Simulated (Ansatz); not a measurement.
Ansatz (a first-principles code) input:

Ansatz 0.2 input:
```yaml
crystal:
  periodic: [false, false, false]
  atoms:
    - {symbol: Li, position_ang: [-0.00000000, -0.00000000, -2.26434073]}
    - {symbol: I, position_ang: [0.00000000, 0.00000000, 0.12817023]}
basis:
  gaussian:
    orbitals: def2-TZVPD
hamiltonian:
  xc: {name: wB97M-V}
total_charge: 1
magnetization: {spin_polarized: true, initial_magnetization: 1}
```

Which total energy does the run end on?

-304.95992 Eh (wB97M-V/def2-TZVPD). The basis has 76 functions.

This state (charge 1, doublet) is run at the relaxed geometry of the species with charge 0 and multiplicity 1.
